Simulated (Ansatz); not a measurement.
`O[SiH](O)N[Si](F)(F)F` + `CN[SiH3]` → `CN([SiH3])[SiH](O)O` + `N[Si](F)(F)F`  (ligand exchange at the Si–N bond)

Isolated molecules relaxed with PBE0-D4/def2-TZVP in Ansatz; ΔE leaves out vibrations. CCSD(T)/CBS is the MP2 limit (def2-TZVPP, def2-QZVPP) plus CCSD(T) − MP2 in def2-TZVPP, frozen cores. This one scheme is used for every species. Functionals use def2-TZVPP. One conformer a species, not always the lowest.

**Question.** Is it downhill or uphill in electronic energy at CCSD(T)/CBS, and by how much? (Best estimate.)

**Answer.** The calculation gave: Uphill: ΔE = +1.0 kcal/mol.

**Question.** What do these levels give: PBE, HF/def2-TZVPP, CCSD/def2-TZVPP, MP2/def2-QZVPP, HF/CBS(def2), CCSD/CBS(def2)? (Estimate.)

**Answer.** Ansatz gave: PBE 2.0, HF/def2-TZVPP 3.6, CCSD/def2-TZVPP 1.5, MP2/def2-QZVPP 0.7, HF/CBS(def2) 3.5, CCSD/CBS(def2) 1.5 kcal/mol.

Largest T1 diagnostic among the species: 0.012.

The D4 term adds −0.7 kcal/mol with B3LYP and −0.4 kcal/mol with PBE0; it sums over pairs of atoms, weighted by their polarisabilities, and B3LYP, whose exchange is more repulsive, gets the larger term. In def2-TZVPP, CCSD(T) changes the Hartree–Fock value by −2.5 kcal/mol (the triples alone add −0.4 kcal/mol) and MP2 by −2.9 kcal/mol.

B3LYP here is the variant with VWN-RPA as its local correlation; programs differ in this.
